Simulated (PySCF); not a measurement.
Electronic absorption of C5H11NO

Species: C5H11NO.
Atom-mapped SMILES: `[CH3:1][C:2](=[O:3])[NH:4][CH:5]([CH3:6])[CH3:7]` (hydrogens: H8, H9, H10 on C1; H11 on N4; H12 on C5; H13, H14, H15 on C6; H16, H17, H18 on C7)

Geometry (PBE0-D3(BJ)/def2-SVP, Å), atoms numbered from 1 in this order:
```xyz
18
C5H11NO angstrom
C      2.783    0.125    0.317
C      1.338    0.567    0.415
O      0.980    1.488    1.123
N      0.475   -0.152   -0.358
C     -0.951    0.101   -0.400
C     -1.412    0.357   -1.829
C     -1.731   -1.027    0.267
H      3.391    0.772    0.959
H      2.896   -0.920    0.644
H      3.146    0.195   -0.720
H      0.836   -0.925   -0.902
H     -1.081    1.019    0.193
H     -1.253   -0.532   -2.463
H     -2.485    0.595   -1.858
H     -0.859    1.197   -2.274
H     -2.809   -0.809    0.273
H     -1.586   -1.981   -0.267
H     -1.402   -1.163    1.308
```

Method: PySCF 2.14.0, density-fitted response routines, TDDFT PBE0/def2-SVPD, vertical, gas phase, core orbitals frozen in the response.

Question: Predict the UV-vis stick spectrum at this level.

Answer: 

| state | E (eV) | λ (nm) | ν̃ (cm⁻¹) | f | main configurations (H = HOMO, L = LUMO) |
| --- | --- | --- | --- | --- | --- |
| S1 | 5.76 | 215.1 | 46500 | 0.0008 | H→L+1 (82%), H-1→L+1 (13%) |
| S2 | 6.53 | 189.8 | 52680 | 0.0064 | H-1→L (63%), H→L (34%) |
| S3 | 6.67 | 185.8 | 53810 | 0.015 | H→L (61%), H-1→L (33%) |
| S4 | 7.08 | 175.1 | 57110 | 0.203 | H-1→L+1 (75%), H→L+1 (12%) |
| S5 | 7.44 | 166.7 | 60000 | 0.0049 | H-1→L+2 (53%), H→L+2 (33%) |
| S6 | 7.56 | 164.1 | 60950 | 0.0073 | H→L+2 (55%), H-1→L+2 (33%) |
| S7 | 7.64 | 162.3 | 61600 | 0.0058 | H→L+3 (55%), H-1→L+3 (32%) |
| S8 | 7.71 | 160.8 | 62190 | 0.020 | H-1→L+3 (55%), H→L+3 (37%) |
| S9 | 7.98 | 155.4 | 64350 | 0.0006 | H→L+4 (88%) |
| S10 | 8.13 | 152.6 | 65550 | 0.010 | H-1→L+4 (89%) |

Triplets (Tamm–Dancoff): T1 5.25 eV, H→L+1 (87%); T2 5.41 eV, H-1→L+1 (83%); T3 6.39 eV, H-1→L (67%), H→L (26%); T4 6.60 eV, H→L (67%), H-1→L (26%).

The lowest singlet comes at 215 nm (556 kJ/mol) in the ultraviolet; it is very weak; its leading configuration is HOMO→LUMO+1 (82%). The strongest level in the table is S4 at 7.08 eV (175 nm, f = 0.203). S1 has the pattern of n→π* at C=O. Of the 10 states listed, 4 reach f = 0.01 and none stays under 0.0005. The listed states span 2.36 eV, and the widest gap between neighbours is 0.77 eV (S1 to S2). Orbital energies (eV): HOMO-3 -9.90, HOMO-2 -9.62, HOMO-1 -7.36, HOMO -7.28, LUMO 0.40, LUMO+1 0.69, LUMO+2 1.12. The window holds the lowest 10 singlets.

One conformer stands for the species.
